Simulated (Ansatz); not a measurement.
Consider the redistribution: `[OH][Zr]([F])([F])[F]` + `[OH][Ga]([Cl])[Br]` → `[F][Zr]([F])([F])[Cl]` + `[OH][Ga]([OH])[Br]`.

Calculated with Ansatz (gas phase, PBE0-D4/def2-TZVP geometries, no zero-point term in ΔE). CBS: MP2 limit from def2 TZ/QZ plus the TZ coupled-cluster correction, frozen cores. DFT in def2-TZVPP. def2 core potentials past Kr. For Br, Ga, Zr outer-core shells are correlated without core-valence functions, which leaves a few kJ/mol of doubt a bond. Scalar relativity is left out up to krypton. One conformer a species, not always the lowest.

`[OH][Zr]([F])([F])[F]`:

```xyz
6

O     0.158    1.155   -0.828
Zr   -0.050   -0.377    0.275
F    -0.081   -1.947   -0.799
F     1.401   -0.489    1.502
F    -1.682   -0.254    1.247
H     0.256    1.912   -1.397
```

`[OH][Ga]([Cl])[Br]`:

Z-matrix (Å, degrees):
```
Ga
O 1 1.766
Br 1 2.267 2 121.1
Cl 1 2.112 2 118.0 3 180.0
H 2 0.961 1 112.9 3 0.0
```

`[F][Zr]([F])([F])[Cl]`:

```xyz
5

F     1.645    0.196    0.965
Zr   -0.002   -0.037    0.073
F    -0.325   -1.883   -0.151
F    -1.382    0.705    1.126
Cl    0.064    1.019   -2.013
```

`[OH][Ga]([OH])[Br]`:

```xyz
6

O     1.447    0.184   -0.398
Ga   -0.298    0.050   -0.111
O    -0.864   -0.643    1.413
Br   -1.815    0.740   -1.644
H     1.670    0.571   -1.248
H    -0.139   -0.902    1.988
```

```csv
level,ΔE (eV)
B97M-V,0.29
CCSD/CBS(def2),0.35
```

Question: What does CCSD(T)/CBS give? (Estimate.)

Answer: Ansatz gave: +0.33 eV. The listed levels differ from it by -0.04, 0.02 eV.

Largest T1 diagnostic among the species: 0.017.

From PBE to PBE0 (25 % exact exchange), in def2-TZVPP and without D4, ΔE moves by +0.04 eV. Leaving LDA and LC-ωPBE aside and taking each functional with its dispersion term where it has one, the values, not all of them listed here, spread over 0.09 eV, from B97M-V to BHLYP-D4.
